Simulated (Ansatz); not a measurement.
Z-matrix (Å, degrees):
```
Mo
O 1 1.681
N 1 1.905 2 107.8
O 1 1.680 2 111.6 3 118.1
C 1 2.958 2 127.4 3 16.1
C 1 2.954 2 86.0 3 -11.0
F 1 1.861 2 110.4 3 -118.5
H 5 1.096 1 122.7 2 36.0
H 5 1.096 1 123.6 2 -114.8
H 5 1.090 1 78.3 2 140.6
H 6 1.096 1 122.7 2 77.3
H 6 1.090 1 78.2 2 -27.3
H 6 1.096 1 123.7 2 -131.7
```

Total charge 0; spin multiplicity 1. Mo takes the def2 core potential.

(1) List the ωB97M-V/def2-TZVPP orbital energies in eV (Ansatz). (An estimate is asked.)

## Answers

(1) The calculation gave: Occupied: -677.38, -526.80, -526.79, -396.00, -282.92, -282.92, -76.96, -50.01, -49.73, -49.49, -34.99, -28.97, -28.68, -28.38, -23.58, -20.79, -16.86, -16.50, -16.32, -16.00, -15.50, -15.10, -14.83, -14.34, -14.01, -13.78, -13.25, -13.12, -12.72, -11.97, -11.43, -10.04. Lowest empty: 0.11, 0.18, 0.98, 1.56, 1.80, 1.86, 2.02, 2.33.
